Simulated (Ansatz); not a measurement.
Consider the homolysis of the C–C bond: `CC(Cl)Br` → `Cl[CH]Br`• + `[CH3]`•.

Calculated with Ansatz (gas phase, PBE0-D4/def2-TZVP geometries, no zero-point term in ΔE). CCSD(T)/CBS is the MP2 limit (def2-TZVPP, def2-QZVPP) plus CCSD(T) − MP2 in def2-TZVPP, frozen cores. This one scheme is used for every species. Functionals use def2-TZVPP. B3LYP here is the variant with VWN-RPA as its local correlation; programs differ in this. HSE06 is defined as in plane-wave codes. Open shells (•) are unrestricted, without spin–orbit coupling. For Br outer-core shells are correlated without core-valence functions, which leaves a few kJ/mol of doubt a bond. Scalar relativity is left out up to krypton.

```csv
level,ΔE (kJ/mol),difference from CCSD(T)/CBS
PBE-D4,382.6,-17.1
B97M-V,382.3,-17.4
B3LYP-D4,371.0,-28.7
CAM-B3LYP-D4,377.0,-22.7
PBE,374.7,-25.0
BLYP,347.7,-52.0
PBE0,374.9,-24.8
r2SCANh,356.1,-43.6
HSE06,375.5,-24.2
BHLYP,356.7,-43.0
CCSD/def2-SVP,382.2,-17.5
MP2/def2-TZVPP,414.4,14.7
SCS-MP2/def2-TZVPP,408.5,8.8
CCSD(T)/def2-TZVPP,389.4,-10.3
HF/def2-QZVPP,268.6,-131.1
SCS-MP2/def2-QZVPP,414.7,15.0
CCSD(T)/CBS,399.7,0
```

Largest T1 diagnostic among the species: 0.014.

From BLYP to BHLYP (50 % exact exchange), in def2-TZVPP and without D4, ΔE moves by +8.9 kJ/mol. The D4 term adds +12.8 kJ/mol with B3LYP and +6.7 kJ/mol with PBE0; it sums over pairs of atoms, weighted by their polarisabilities, and B3LYP, whose exchange is more repulsive, gets the larger term. Leaving LDA and LC-ωPBE aside and taking each functional with its dispersion term where it has one, the values, not all of them listed here, spread over 38.5 kJ/mol, from r2SCANh-D4 to ωB97M-V. LDA lies +73.7 kJ/mol from PBE without D4, its usual overbinding.
